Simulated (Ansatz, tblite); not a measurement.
Cost and result up the ladder for In2As (the lowest doublet isomer of a short search) (3 atoms). The state is a doublet with charge 0. Geometry: PBE-D4/def2-TZVP.

```tsv
atom	x (Å)	y (Å)	z (Å)
In1	2.1089	0.6969	-0.5535
In2	-2.1712	-0.5718	-0.4456
As3	0.0623	-0.1251	0.9991
```

Ansatz on 4 threads of Arm Neoverse V2 on a shared host; xTB runs through tblite on one thread. Times are rough, summed over both states, and most runs start from the orbitals of an earlier one. PBE-QIDH/def2-TZVP serves as the yardstick here, not as an exact answer. Differences are given only for rows in sets of like size (and for xTB, whose basis is part of the method), since another set adds its own error. The other state is a quartet at its own geometry, which has other bonds, so the gap mixes isomer and spin.

In the def2 sets In takes a core potential, while STO-3G treats all electrons; there is no spin–orbit coupling. The xTB rows come from tblite. LC-ωPBE has ω = 0.4 bohr⁻¹. HSE06 is defined as in plane-wave codes, on full-range PBE exchange. Correlated methods freeze 17 core orbitals; core or outer-core shells of In, As are correlated, in sets that lack core-valence functions. The rows differ in basis, and correlated rows in double-zeta sets carry the largest basis error. The structure comes from a short search, and lower isomers may exist.

Correlated methods converge slowly with the basis, most of all in double-zeta sets (MP2 moves by 0.06 eV from def2-SVP to def2-TZVP here).

xTB has no spin-polarisation term.

```csv
level,functions,quartet − doublet (eV),difference from PBE-QIDH/def2-TZVP (eV),remarks
GFN2-xTB,27,2.32,1.38,–
B97M-V/def2-TZVP,148,1.14,0.20,–
PBE-D4/def2-TZVP (with forces),148,1.06,0.12,–
MP2/def2-TZVP,148,0.93,0.00,–
HSE06-D4/def2-TZVP,148,1.02,0.08,–
r2SCAN-D4/def2-TZVP,148,0.92,-0.02,–
HF/STO-3G,72,0.43,–,spin-contaminated (⟨S²⟩ 0.93) (doublet)
PBE-QIDH/def2-TZVP,148,0.94,0.00,–
RPA@PBE/def2-TZVP,148,1.05,0.11,–
GFN1-xTB,27,2.25,1.32,–
BHLYP-D4/def2-TZVP,148,1.25,0.31,–
LC-ωPBE/def2-TZVP,148,1.00,0.06,–
PBE0-D4/def2-TZVP,148,1.02,0.09,–
CCSD(T)/def2-SVP,84,0.92,–,–
```

Q: Estimate how long each takes.

A: GFN1-xTB 0.005 s; GFN2-xTB 0.005 s; HF/STO-3G 5.1 s; MP2/def2-TZVP 7.9 s; PBE-D4/def2-TZVP (with forces) 9.2 s; HSE06-D4/def2-TZVP 11 s; PBE0-D4/def2-TZVP 12 s; CCSD(T)/def2-SVP 12 s; RPA@PBE/def2-TZVP 12 s; BHLYP-D4/def2-TZVP 14 s; PBE-QIDH/def2-TZVP 16 s; LC-ωPBE/def2-TZVP 17 s; r2SCAN-D4/def2-TZVP 22 s; B97M-V/def2-TZVP 60 s. On shared hardware such times vary by a factor of up to 3.
